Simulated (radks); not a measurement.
The numbers below are computed, except where a source is named.
Numerical settings for the tellurium ion Te2+, [Kr] 4d10 5s2 5p2. Level of theory: Dirac Kohn-Sham, BLYP, spin-unpolarised, spherical densities, finite nucleus; open shells fill j = l - 1/2 first; Fermi nuclear charge, rms radius 4.7423 fm (a radial shooting solver on a logarithmic mesh with Libxc functionals). The defaults (mesh step 0.008 in ln r, mesh end at 40 bohr or more with all orbitals vanishing there, Anderson mixing 0.5 over 9 steps, residual threshold near 1e-9 with the energy settled to 1e-9 hartree or 1e-11 of itself, here a cap of 97 iterations) give E = -6796.2952 hartree and 5p1/2 at -22.760 eV in 15 iterations. Run on one thread of a shared host, so times are rough (Arm Neoverse V1): 0.14 s of CPU time, 0.14 s wall, 15 iterations on 2254 mesh points. Changes against that run (0 stands for a change within the tolerance of the run):

| setting | iterations | converged | E (mhartree) | e(5p1/2) (meV) | CPU (s) |
|---|---|---|---|---|---|
| mesh step in ln r 0.02 | 14 | yes | +0.000269 | 0 | 0.06 |
| mesh step in ln r 0.08 | 2 | no | diverged | - | 0.01 |
| mesh step in ln r 0.2 | 7 | no | diverged | - | 0.03 |
| mesh end (bohr) 8 | 15 | yes | +0.0459 | +2.65 | 0.13 |
| mesh end (bohr) 1 | 14 | level above zero | +2.32e+05 | +9.77e+05 | 0.16 |
| residual threshold 1e-05 | 9 | yes | 0 | -0.186 | 0.1 |
| residual threshold 1e-13 | 97 | no | 0 | 0 | 0.41 |
| mixing 1.5 | 16 | yes | 0 | 0 | 0.14 |
| linear mixing, mixing 0.8 | 97 | no | -2.44e+06 | -4.24e+06 | 1.3 |
| linear mixing, mixing 0.2 | 88 | yes | 0 | 0 | 0.55 |
| mixing history 20 | 19 | yes | 0 | 0 | 0.16 |
| iteration cap 5 | 5 | no | +0.0833 | +91.6 | 0.05 |

Settled on a wrong energy, with an occupied level pushed above zero by the early mesh end: mesh end (bohr) 1 (+232 hartree). Apart from these: no run marked as converged misses the energy by more than 1 mhartree. A mesh that ends early acts as a hard wall.
